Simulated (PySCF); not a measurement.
Isomers C5H12O2Si2:

A. `C[SiH](C)/C=C/C(=O)O[SiH3]`
B. SMILES C=C(C)[Si@@H]1C[C@@H]1[SiH](O)O
C. SMILES O([SiH2]C(=C(C)C)[SiH3])C=O

Spectrum 1. ¹³C{¹H} NMR (computed): δ 171.5 (C), 163.0 (CH), 142.4 (CH), -2.6 (CH3).

Spectrum 2. ¹³C{¹H} NMR (computed): δ 177.1 (C), 165.4 (CH), 125.2 (C), 33.0 (CH3), 26.4 (CH3).

Spectrum 3. ¹³C{¹H} NMR (computed): δ 149.9 (C), 138.7 (CH2), 26.5 (CH3), 4.2 (CH), -4.0 (CH2).

PySCF calculation with geometry from GFN2-xTB and shielding tensors at PBE0/pcSseg-1 (GIAO); averaged over atoms made equivalent by symmetry, fast rotation or ring inversion, no solvent, a single conformation, no relativistic terms.

Scale: ¹³C (σref 186.93) vs TMS (reference shieldings calculated alike). Shifts are as computed. Against solution values, carbons near 30 ppm lie about +3 ppm off and those near 130 ppm about +5 ppm. Of 1309 compounds with measured shifts, 239 miss one by over three times the rms of a fit or turn the order of signals round; such compounds aren't used in these exercises.

**Question.** Match each spectrum to its structure.

**Answer.** 1–A, 2–C, 3–B.

- Spectrum 1 (A): 4 ¹³C signals; δC 163.0 is a β carbon of a C=C–C=O unit; δC 142.4 is an α carbon of a C=C–C=O unit.
- Spectrum 2 (C): 5 ¹³C signals; δC 125.2 is a fully substituted alkene carbon; δC 33.0 is an allylic methyl carbon.
- Spectrum 3 (B): 5 ¹³C signals; δC 149.9 is a fully substituted alkene carbon; δC 138.7 is a terminal =CH2 carbon.
